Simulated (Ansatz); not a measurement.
C3H6BFO2 (`CB(F)OC(C)=O`), relaxed with RKS PBE0-D4/def2-TZVP in Ansatz from a GFN2-xTB geometry. The force threshold is 0.005 eV/Å; the program also tests the step.

The species carries charge 0 and has multiplicity 1.

Start:

```xyz
13

C    -1.239   -1.284   -1.374
B    -1.379   -0.348   -0.113
F    -2.563   -0.224    0.480
O    -0.418    0.372    0.539
C     0.880    0.556    0.205
C     1.637    1.190    1.336
O     1.340    0.266   -0.861
H    -1.912   -0.954   -2.162
H    -1.539   -2.299   -1.122
H    -0.233   -1.310   -1.777
H     1.190    2.154    1.567
H     1.556    0.564    2.221
H     2.679    1.318    1.060
```

Task: How much energy does the relaxation release, and in how many steps? (Estimate.)

Result: Computed: 0.05 eV, in 20 steps, 4 of them rejected.

Task: Which bonds change most? (An estimate is asked.)

Result: Computed: C1–B2 from 1.576 to 1.553 Å; B2–O4 from 1.366 to 1.380 Å; O4–C5 from 1.353 to 1.361 Å; C5–C6 from 1.501 to 1.494 Å.

Task: Give the relaxed structure. (Best estimate.)

Result: Ansatz gave: 
```xyz
13

C    -1.159   -1.334   -1.255
B    -1.423   -0.376   -0.060
F    -2.637   -0.272    0.466
O    -0.496    0.412    0.591
C     0.757    0.688    0.137
C     1.639    1.151    1.250
O     1.073    0.594   -1.012
H    -1.193   -0.757   -2.185
H    -1.923   -2.111   -1.312
H    -0.167   -1.785   -1.224
H     1.192    2.023    1.730
H     1.712    0.370    2.010
H     2.626    1.396    0.865
```
